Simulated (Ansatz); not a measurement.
Geometry optimisation, RKS CAM-B3LYP-D4/STO-3G (Ansatz).

Input file:

```yaml
crystal:
  periodic: [false, false, false]
  atoms:
    - { symbol: Mg, position_ang: [-1.60462, 0.65753, -1.53432] }
    - { symbol: C, position_ang: [-0.19179, -0.09941, -0.24691] }
    - { symbol: C, position_ang: [0.65068, -0.53528, 0.50709] }
    - { symbol: S, position_ang: [1.82929, -1.21525, 1.54959] }
    - { symbol: H, position_ang: [-2.7123, 1.28198, -2.51851] }
    - { symbol: H, position_ang: [1.0516, 0.28654, 1.10036] }
basis:
  gaussian: { orbitals: STO-3G }
hamiltonian:
  xc: cam_b3lyp
  dispersion: d4
relax:
  f_tol: 0.02
  max_steps: 50
```

Run as:

```bash
$ ansatz run input.yaml --threads 1 --pin off --max-ram 2048MiB --backend cpu --events-out ev --progress --plain --runs-dir out
```

Problem. Where does it end, and by what steps?

Solution. It converged. Limits of this set-up: minimal basis. After 11 steps the energy has fallen by 3.614 eV; H6 moved furthest, 1.25 Å. Parted: C3–H6. Joined: S4–H6.

```json
{"step": "0", "energy less start (eV)": "0.0000", "largest force component (eV/Å)": "4.631", "accepted": "yes"}
{"step": "1", "energy less start (eV)": "-0.4240", "largest force component (eV/Å)": "1.457", "accepted": "yes"}
{"step": "2", "energy less start (eV)": "-0.5541", "largest force component (eV/Å)": "1.702", "accepted": "yes"}
{"step": "3", "energy less start (eV)": "-1.1348", "largest force component (eV/Å)": "2.423", "accepted": "yes"}
{"step": "4", "energy less start (eV)": "-1.7341", "largest force component (eV/Å)": "5.243", "accepted": "yes"}
{"step": "5", "energy less start (eV)": "-2.7648", "largest force component (eV/Å)": "2.848", "accepted": "yes"}
{"step": "6", "energy less start (eV)": "-3.3736", "largest force component (eV/Å)": "0.982", "accepted": "yes"}
{"step": "7", "energy less start (eV)": "-3.4776", "largest force component (eV/Å)": "1.809", "accepted": "yes"}
{"step": "8", "energy less start (eV)": "-3.5634", "largest force component (eV/Å)": "2.170", "accepted": "yes"}
{"step": "9", "energy less start (eV)": "-3.6115", "largest force component (eV/Å)": "0.089", "accepted": "yes"}
{"step": "10", "energy less start (eV)": "-3.6135", "largest force component (eV/Å)": "0.021", "accepted": "yes"}
{"step": "11", "energy less start (eV)": "-3.6136", "largest force component (eV/Å)": "0.001", "accepted": "yes"}
```

```xyz
6
Properties=species:S:1:pos:R:3
Mg -1.753 0.631 -1.686
C -0.403 -0.019 -0.454
C 0.440 -0.423 0.316
S 1.630 -1.077 1.383
H -2.832 1.155 -2.669
H 1.941 0.109 1.967
```

Time of the run: 20 s on 1 thread of Arm Neoverse V1 (shared host), peak memory 0.12 GiB.
